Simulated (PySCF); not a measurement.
Compound: C₃H₅F₃SSi.
SMILES with atom numbers: `[CH3:1][C:2](=[S:3])[SiH2:4][C:5]([F:6])([F:7])[F:8]` (hydrogens: H9, H10, H11 on C1; H12, H13 on Si4)

The same species was optimised twice, with GFN2-xTB and with PBE0-D3(BJ)/def2-SVP (PySCF), and the same property calculations (PySCF, gas phase) were run on both structures.

| coordinate | GFN2-xTB | PBE0-D3(BJ)/def2-SVP | change |
| --- | --- | --- | --- |
| Si4–C5 (Å) | 1.952 | 1.938 | -0.014 |
| C5–F8 (Å) | 1.345 | 1.338 | -0.007 |
| C1–C2 (Å) | 1.484 | 1.489 | +0.005 |
| C5–F6 (Å) | 1.350 | 1.346 | -0.004 |
| C5–F7 (Å) | 1.350 | 1.346 | -0.004 |
| C2=S3 (Å) | 1.631 | 1.628 | -0.003 |
| C2–Si4 (Å) | 1.897 | 1.894 | -0.003 |
| C1–C2–S3 (°) | 121.8 | 124.5 | +2.7 |
| C2–Si4–C5 (°) | 107.2 | 109.5 | +2.3 |
| S3–C2–Si4 (°) | 115.7 | 113.6 | -2.1 |
| Si4–C5–F7 (°) | 113.0 | 111.1 | -1.9 |
| Si4–C5–F6 (°) | 113.0 | 111.3 | -1.7 |
| F7–C5–F8 (°) | 106.2 | 107.2 | +1.0 |
| F6–C5–F8 (°) | 106.2 | 107.2 | +1.0 |
| Si4–C5–F8 (°) | 112.2 | 113.0 | +0.8 |
| C1–C2–Si4–C5 (°) | -1 | -2 | -1 |
| C2–Si4–C5–F6 (°) | -60 | -60 | 0 |

Rotational constants: A = 2905, B = 757.2, C = 679.3 MHz (GFN2-xTB) against A = 2896, B = 760.8, C = 682.3 MHz (PBE0-D3(BJ)/def2-SVP). Atoms that the bonding makes alike are paired by their places after alignment.

On the GFN2-xTB structure: HOMO (eV) -6.81 [PBE0/pcSseg-1]; LUMO (eV) -2.90 [PBE0/pcSseg-1]; dipole (D) 0.46 [PBE0/pcSseg-1]; GIAO shielding of C1 (ppm) 131.2 [PBE0/pcSseg-1]; GIAO shielding of C2 (ppm) -135.4 [PBE0/pcSseg-1]; GIAO shielding of S3 (ppm) -921.7 [PBE0/pcSseg-1]; GIAO shielding of Si4 (ppm) 422.4 [PBE0/pcSseg-1]; GIAO shielding of C5 (ppm) 48.4 [PBE0/pcSseg-1]; GIAO shielding of F6/F7/F8 (mean) (ppm) 244.7 [PBE0/pcSseg-1].

Q: What do these properties become on the PBE0-D3(BJ)/def2-SVP structure?

A: 
```json
{"property": "HOMO (eV)", "level": "PBE0/pcSseg-1", "on GFN2-xTB": "-6.81", "on PBE0-D3(BJ)/def2-SVP": "-6.82", "change": "-0.01"}
{"property": "LUMO (eV)", "level": "PBE0/pcSseg-1", "on GFN2-xTB": "-2.90", "on PBE0-D3(BJ)/def2-SVP": "-2.89", "change": "+0.01"}
{"property": "dipole (D)", "level": "PBE0/pcSseg-1", "on GFN2-xTB": "0.46", "on PBE0-D3(BJ)/def2-SVP": "0.53", "change": "+0.07"}
{"property": "energy, GFN2-xTB geometry as zero (kcal/mol)", "level": "PBE0/pcSseg-1", "on GFN2-xTB": "0.0", "on PBE0-D3(BJ)/def2-SVP": "-0.8", "change": "-0.8"}
{"property": "GIAO shielding of C1 (ppm)", "level": "PBE0/pcSseg-1", "on GFN2-xTB": "131.2", "on PBE0-D3(BJ)/def2-SVP": "131.1", "change": "-0.1"}
{"property": "GIAO shielding of C2 (ppm)", "level": "PBE0/pcSseg-1", "on GFN2-xTB": "-135.4", "on PBE0-D3(BJ)/def2-SVP": "-133.7", "change": "+1.7"}
{"property": "GIAO shielding of S3 (ppm)", "level": "PBE0/pcSseg-1", "on GFN2-xTB": "-921.7", "on PBE0-D3(BJ)/def2-SVP": "-890.7", "change": "+31.0"}
{"property": "GIAO shielding of Si4 (ppm)", "level": "PBE0/pcSseg-1", "on GFN2-xTB": "422.4", "on PBE0-D3(BJ)/def2-SVP": "422.9", "change": "+0.5"}
{"property": "GIAO shielding of C5 (ppm)", "level": "PBE0/pcSseg-1", "on GFN2-xTB": "48.4", "on PBE0-D3(BJ)/def2-SVP": "50.6", "change": "+2.2"}
{"property": "GIAO shielding of F6/F7/F8 (mean) (ppm)", "level": "PBE0/pcSseg-1", "on GFN2-xTB": "244.7", "on PBE0-D3(BJ)/def2-SVP": "249.0", "change": "+4.3"}
```

The heavy atoms differ by 0.036 Å rms after alignment (one structure mirrored). Among bonds between heavy atoms Si4–C5 changes most (-0.014 Å). Changes are differences of the printed values. Neither structure is proved a minimum here.

The values belong to the conformer `[CH3:1][C:2](=[S:3])[SiH2:4][C:5]([F:6])([F:7])[F:8]`: C1–C2–Si4–C5 -2°, C2–Si4–C5–F6 -60°.
